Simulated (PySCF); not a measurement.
1,3-thiazol-4-ylsilane (C3H5NSSi), SMILES s1cc(nc1)[SiH3]. The structure is a stationary point at TPSSh-D3(BJ)/def2-SVP.

These are TPSSh-D3(BJ)/def2-SVP run with PySCF values and carry that method's errors.

Harmonic wavenumbers (cm⁻¹): 108, 161, 178, 401, 481, 594, 634, 657, 724, 766, 794, 826, 882, 907, 944, 955, 966, 1114, 1213, 1316, 1463, 1501, 2257, 2266, 2266, 3223, 3256. Rotational constants (GHz): 6.876, 1.448, 1.213; symmetry number 1.

### Question
Work out the zero-point energy and the ideal-gas rigid-rotor harmonic-oscillator thermochemistry at 298.15 K and 1 atm.

### Answer
ZPE = ½ Σ hcν = ½ × 30852 cm⁻¹ = 44.10 kcal/mol. H − E(el) = 48.72 kcal/mol. Entropy in cal/(mol K): translation 40.14, rotation 27.68, vibration 12.76, total 80.58. G − E(el) = 24.69 kcal/mol. Cp = 25.18 cal/(mol K). Modes under 150 cm⁻¹ make the vibrational entropy uncertain.
